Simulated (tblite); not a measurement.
Species: C6H7P3.
Structure used (GFN2-xTB), in Å, numbered top down from 1:
```xyz
16
C6H7P3 angstrom
C      2.440    1.041    0.693
P      3.630   -0.008    0.005
C      2.716   -1.228   -0.812
P      1.034   -1.546   -1.034
C      0.159   -0.285   -0.199
C     -1.311   -0.442   -0.307
C     -2.205   -0.070    0.848
C     -2.208    0.767   -0.383
P      0.715    1.095    0.721
H      2.877    1.872    1.245
H      3.341   -1.972   -1.302
H     -1.615   -1.306   -0.892
H     -3.059   -0.698    1.054
H     -1.725    0.327    1.733
H     -3.064    0.725   -1.040
H     -1.731    1.737   -0.341
```

Computed values, GFN2-xTB/tblite, gas phase, harmonic and unscaled. Errors from tens to a few hundred cm⁻¹ against measured bands are possible. One conformer, not necessarily the lowest.

Harmonic wavenumbers (cm⁻¹): 50.3, 82.7, 147.8, 161.2, 224.9, 259.3, 335.0, 340.4, 388.0, 474.9, 532.1, 576.9, 727.7, 728.7, 750.2, 760.7, 797.9, 864.2, 886.7, 928.5, 937.4, 1012.6, 1037.7, 1061.0, 1065.3, 1065.8, 1088.8, 1149.4, 1164.9, 1221.9, 1262.7, 1271.7, 1364.2, 1422.4, 1472.3, 2972.3, 2976.4, 3006.8, 3058.2, 3061.0, 3084.5, 3098.0.

A = 2071, B = 739.9, C = 569.4 MHz; mass 171.976 u (most abundant isotopes); point group Cs, symmetry number 1.

Zero-point energy?

Half the sum of the wavenumbers: 24437 cm⁻¹ = 292.33 kJ/mol.

What is S at 200 K and 1 bar for an ideal gas of classical rigid rotors and harmonic oscillators?

Translation 164.75, rotation 121.75, vibration 66.87: S = 353.4 J/(mol K).

And Cp and H(200 K) − H(0)?

Cp = 110.69 J/(mol K), of which vibrations give 77.44 (their classical limit is 42 R = 349.2); H(200 K) − H(0) = 14.15 kJ/mol without the zero-point energy, 7.50 from vibrations.

What must be added to the electronic energy to get the Gibbs energy at 200 K and 1 bar?

ZPE + [H(200 K) − H(0)] − T·S = 292.33 + 14.15 − 70.67 = 235.81 kJ/mol.

How do the functions run with temperature in this model?

```json
{"T (K)": "150", "S (J/(mol K))": "324.5", "Cp (J/(mol K))": "90.9", "H − H(0) (kJ/mol)": "9.11", "G − H(0) (kJ/mol)": "-39.57", "ln q(vib)": "2.42"}
{"T (K)": "250", "S (J/(mol K))": "380.3", "Cp (J/(mol K))": "131.7", "H − H(0) (kJ/mol)": "20.20", "G − H(0) (kJ/mol)": "-74.87", "ln q(vib)": "4.67"}
{"T (K)": "298.15", "S (J/(mol K))": "405.3", "Cp (J/(mol K))": "152.1", "H − H(0) (kJ/mol)": "27.04", "G − H(0) (kJ/mol)": "-93.79", "ln q(vib)": "5.78"}
{"T (K)": "400", "S (J/(mol K))": "455.6", "Cp (J/(mol K))": "191.5", "H − H(0) (kJ/mol)": "44.60", "G − H(0) (kJ/mol)": "-137.66", "ln q(vib)": "8.16"}
{"T (K)": "600", "S (J/(mol K))": "544.6", "Cp (J/(mol K))": "246.4", "H − H(0) (kJ/mol)": "88.85", "G − H(0) (kJ/mol)": "-237.91", "ln q(vib)": "12.84"}
{"T (K)": "900", "S (J/(mol K))": "654.3", "Cp (J/(mol K))": "293.1", "H − H(0) (kJ/mol)": "170.49", "G − H(0) (kJ/mol)": "-418.39", "ln q(vib)": "19.44"}
```

q(vib) and H(0) count from the zero-point level.

Hindered rotation and anharmonicity are outside this model. Other conformers, if any are populated, would add a mixing term that is left out.
